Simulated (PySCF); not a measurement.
**Basis and Hamiltonian dependence of the excitation energy of La⁺**

La⁺ [Xe] 5d2 (3F) → La⁺ [Xe] 5d1 6s1 (3D). All values are computed (PySCF 2.14, energy differences of UHF-based or UKS calculations, no spin-orbit coupling). Values in eV.

```csv
basis,Hamiltonian,functions,UHF,r2SCAN,PBE0,MP2 (valence),CCSD(T) (valence)
def2-QZVPPD with the def2 core potential (46 electrons),ECP,81,0.219,0.282,0.255,0.060,0.139
cc-pVDZ-X2C,spin-free X2C,84,0.167,0.387,0.319,0.027,0.095
x2c-TZVPPall,spin-free X2C,97,0.173,n/a,n/a,0.011,0.074
"x2c-TZVPPall with one added diffuse shell each of s, p, d type",spin-free X2C,106,0.173,0.410,0.334,0.008,n/a
```

Frozen in the all-electron rows: valence: [Kr] 4d10; with a core potential, the same shells as far as they lie outside it.

One determinant mixes LS terms of the configuration, so the numbers do not refer to single terms.
